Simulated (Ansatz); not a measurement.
This Ansatz (an electronic-structure program) input (CCSD(T)/cc-pV(D+d)Z) gives -342.64401 Eh with 38 basis functions. A basis named .json is the Basis Set Exchange file of that set (core-valence sets with the plain set on hydrogen).

Ansatz 0.2 input:
```yaml
crystal:
  periodic: [false, false, false]
  atoms:
    - {symbol: P, position_ang: [0.44419552, -0.42234621, 0.30461839]}
    - {symbol: H, position_ang: [0.26214670, 0.73525010, -0.49877794]}
    - {symbol: H, position_ang: [0.79481564, -1.24221109, -0.79625105]}
    - {symbol: H, position_ang: [-0.92468150, -0.78335548, 0.25100014]}
basis:
  gaussian:
    orbitals: cc-pV_D+d_Z.json
magnetization: {spin_polarized: false}
correlation: {method: ccsd_t, electrons: outside_noble_gas}
```

Change:
```diff
- orbitals: cc-pV_D+d_Z.json
+ orbitals: def2-QZVPP.json
```

**Question.** What does the run give now?

**Answer.** -342.71044 Eh (CCSD(T)/def2-QZVPP, 160 functions), a change of -66.43 mEh.
